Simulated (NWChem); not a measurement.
System: CH6AlNO; SMILES [OH][AlH][NH]C

NWChem input:

```
start job
memory heap 200 mb stack 900 mb global 1100 mb
geometry units angstroms noautoz
  Al    -0.524525    -0.712263     0.000000
  H     -1.890386    -1.512301     0.000000
  N     -0.533848     1.058723     0.000000
  C      0.588864     1.967865     0.000000
  H     -1.425544     1.544332     0.000000
  H      0.608369     2.624919     0.889902
  H      0.608369     2.624919    -0.889902
  H      1.532045     1.400632     0.000000
  O      1.006778    -1.465501     0.000000
  H      1.170548    -2.408464     0.000000
end
basis spherical
  * library def2-svp
end
dft
  xc xwpbe 1.00 cpbe96 1.0 hfexch 1.00
  cam 0.35 cam_alpha 0.0 cam_beta 1.0
  iterations 150
  vectors input atomic output neutral.movecs
end
task dft energy
charge 1
dft
  odft
  mult 2
  vectors input atomic output cation.movecs
end
task dft energy
```

All runs use the structure optimised with PBE0/def2-SVP.

Ions are spin-unrestricted doublets at the neutral geometry; other ion states weren't tried. Functional: LC-ωPBE (HJS hole) with def2-SVP; the question gives the range parameter ω in 1/bohr.

Task: Predict the main results of this run. (LC-wPBE (HJS exchange hole, range parameter 0.35 per bohr)/def2-SVP, vertical spin-unrestricted ions.) Quantities: vertical ionisation energy, ΔSCF (eV); −ε(HOMO) (eV).

Result: The vertical ionisation energy, ΔSCF (eV) comes out as 8.91 and the −ε(HOMO) (eV) is 8.98.
